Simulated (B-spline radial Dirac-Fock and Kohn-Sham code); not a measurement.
Binding energies of Ce²⁷⁺ at several levels of theory

System: the Ce²⁷⁺ ion, configuration [Ar] 3d10 4s2 4p1.

The density-functional columns are spherical, spin-unpolarised Dirac-Kohn-Sham results without Breit or QED terms: −ε is minus the orbital energy of the initial state and ΔSCF the difference of two total energies. The reference in the last column comes from relaxed Dirac-Fock hole states (ΔSCF) with Breit and QED corrections and a finite nucleus. All numbers are from a radial finite-basis atomic code, in eV; a selection of levels is shown. The Kohn-Sham columns are given as differences from the reference. For the 1s level of heavy atoms much of the gap between ΔSCF and the reference is the Breit and QED part, -156.1 eV here; for other levels the error of the functional can be larger.

| level | LDA −ε − DF | LDA ΔSCF − DF | Dirac-Fock |
| --- | --- | --- | --- |
| K | -280.7 | +145.0 | 41383.2 |
| L1 | -147.8 | -54.8 | 7473.6 |
| L2 | -113.0 | -0.7 | 7087.6 |
| L3 | -117.9 | -13.3 | 6644.7 |
| M1 | -78.4 | -38.6 | 2303.2 |
| M2 | -63.1 | -21.9 | 2139.8 |
| M3 | -62.3 | -22.6 | 2047.9 |
| M4 | -43.5 | +0.7 | 1772.4 |
| M5 | -44.0 | -0.4 | 1753.0 |
| N1 | -13.2 | +6.7 | 1022.2 |
| N2,3 | -16.7 | +2.7 | 948.0 |

Values without a named source are computed, but for edge energies of neutral atoms, which are taken from tables.
